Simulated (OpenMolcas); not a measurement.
**Lines of I VI: computed and rescaled rates**

| Property | Result |
| --- | --- |
| Program | OpenMolcas 26.06 |
| Method | CASSCF |
| Basis | ANO-RCC [10s9p8d5f3g] |
| Scalar Hamiltonian | DKH2, point nucleus |
| Active space | 2 electrons in 8 orbitals (5s 5p 6s 6p) |
| State averaging | 2S+1 = 3 even, 3 roots; 2S+1 = 1 even, 7 roots; 2S+1 = 3 odd, 3 roots; 2S+1 = 1 odd, 3 roots |
| Spin-orbit coupling | RASSI with atomic mean-field integrals over the reference wave functions, term energies averaged over their components |

Rates come from the transition moments of the reference wave functions (E1 and E2 in the length form). At fixed line strength A goes as λ^-3 for E1 and M1 and as λ^-5 for E2, so a rate at the computed wavelength can be rescaled to the measured one. Measured vacuum wavelengths follow from level energies in the list in Rauch et al., Astron. Astrophys. 606, A105 (2017). Branching counts decays inside the model space alone, at computed energies, and the table is only a selection of the E1 lines, drawn from those between levels with measured partners whose computed energy lies within a factor of 1.5 of the measured one.

```
  Upper        Lower  Type  λ computed (nm)  λ measured (nm)  A computed (s-1)  A rescaled (s-1)  Branching %
5p2 3P0  5s 5p 1P* 1    E1            158.7            137.6          3.75e+07                            0.5
5p2 1D2  5s 5p 1P* 1    E1            112.2            121.9          2.68e+09          2.09e+09         61.7
5p2 3P1  5s 5p 3P* 2    E1            88.98            91.92          2.68e+09          2.43e+09         35.2
5p2 3P0  5s 5p 3P* 1    E1            87.11            90.23          6.87e+09          6.18e+09         99.5
5p2 3P1  5s 5p 3P* 1    E1            82.52            83.88          1.99e+09          1.89e+09         26.2
5p2 3P1  5s 5p 3P* 0    E1            80.19            81.43          2.93e+09          2.80e+09         38.5
5p2 1D2  5s 5p 3P* 2    E1            75.71            91.12          1.48e+09                           34.0
5p2 1D2  5s 5p 3P* 1    E1            70.98            83.22          1.83e+08                            4.2
```

Spin-changing lines and M1 lines between different terms are not rescaled, since their strength hangs on the term gaps too.

The largest correction is for 5p2 1D2 → 5s 5p 1P* 1 (E1): 2.68e+09 × (112.2 / 121.9)^3 = 2.09e+09 s-1, a factor of 0.78.

The computed rate and branching of 5p2 3P0 → 5s 5p 3P* 1 give the upper level a radiative lifetime of 0.995 / 6.87e+09 s-1 = 1.45e-10 s, counting decays inside the model space alone. The rescaled rate gives about 1.6e-10 s.

No measured rate stands beside these. Rescaling mends the energy factor alone: line strengths can still be far off where a level mixes with configurations outside the active space, and weak or spin-changing lines hang on small mixing coefficients that depend on the term gaps too, so rescaling need not improve them.

Active for correlation alone: 6p 6s; no level in the range computed is led by a configuration that fills them, so any true level of that kind is missing. The ¹D term of p² mixes with s d, which this space lacks. Computed and measured levels are paired by configuration, term and J; levels that our copy of the source lacks, or whose pairing is in doubt (as where it misses far off the trend of its configuration), stay unpaired. Levels of configurations outside the active space are missing.

* marks odd parity.
